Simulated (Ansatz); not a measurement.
Consider the ligand exchange at a B–N bond: `NB(N)S` + `O[SiH3]` → `NB(S)O[SiH3]` + NH₃.

Calculated with Ansatz (gas phase, PBE0-D4/def2-TZVP geometries, no zero-point term in ΔE). CCSD(T)/CBS is the MP2 limit (def2-TZVPP, def2-QZVPP) plus CCSD(T) − MP2 in def2-TZVPP, frozen cores. This one scheme is used for every species. Functionals use def2-TZVPP. One conformer a species, not always the lowest.

```json
{"level": "r2SCAN-D4", "ΔE (kJ/mol)": "-34.4"}
{"level": "B97M-V", "ΔE (kJ/mol)": "-39.7"}
{"level": "CAM-B3LYP-D4", "ΔE (kJ/mol)": "-34.9"}
{"level": "PBE", "ΔE (kJ/mol)": "-27.5"}
```

**Question.** What does CCSD(T)/CBS give? (Estimate.)

**Answer.** The calculation gave: -35.0 kJ/mol. The listed levels differ from it by 0.6, -4.7, 0.1, 7.5 kJ/mol.

Largest T1 diagnostic among the species: 0.012.

The D4 term adds −5.7 kJ/mol with B3LYP and −3.4 kJ/mol with PBE0; it sums over pairs of atoms, weighted by their polarisabilities, and B3LYP, whose exchange is more repulsive, gets the larger term. Leaving LDA and LC-ωPBE aside and taking each functional with its dispersion term where it has one, the values, not all of them listed here, spread over 8.7 kJ/mol, from B97M-V to PBE-D4. At CCSD(T), def2-SVP lies −5.9 kJ/mol from the extrapolated value and def2-TZVPP −1.2 kJ/mol.

B3LYP here is the variant with VWN-RPA as its local correlation; programs differ in this.
